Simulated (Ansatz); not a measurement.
The cluster Si₅H₂. Charge 0, multiplicity 1. Geometry B3LYP-D4/def2-SVP, basis def2-TZVP, Ansatz.

```xyz
7

Si   -0.977   -0.566   -0.635
Si    0.454    0.778    0.847
Si    1.810   -0.435    2.236
Si   -0.419    1.572   -1.453
Si    0.475   -1.627    0.795
H     1.022    1.092   -1.670
H    -2.366   -0.813   -0.121
```

```tsv
run	HOMO (eV)	LUMO (eV)
A	-6.23	-3.29
B	-5.91	-3.33
C	-6.13	-3.28
D	-5.51	-3.88
E	-5.34	-3.87
```

B3LYP takes the VWN-RPA correlation. Another isomer (singlet) lies 1.49 eV lower at PBE0-D4/def2-TZVP; other spin states weren't run for this one.

Task: The runs used B3LYP, PBE, PBE0, r2SCAN, r2SCAN0. Estimate which is which.

Result: A r2SCAN0 (25 % exact exchange); B B3LYP (20 % exact exchange); C PBE0 (25 % exact exchange); D r2SCAN (0 % exact exchange); E PBE (0 % exact exchange). Exact exchange lowers occupied and raises empty levels; among semilocal functionals meta-GGAs tend to open the gap a little, and such runs are hard to tell apart. The gap grows from 1.47 eV (PBE) to 2.93 eV (r2SCAN0). The restricted singlet is unstable towards broken spin symmetry in Hartree–Fock (as tested in another run); at r2SCAN0-D4/def2-TZVP, B3LYP-D4/def2-TZVP, PBE0-D4/def2-TZVP, r2SCAN-D4/def2-TZVP and others this wasn't settled.
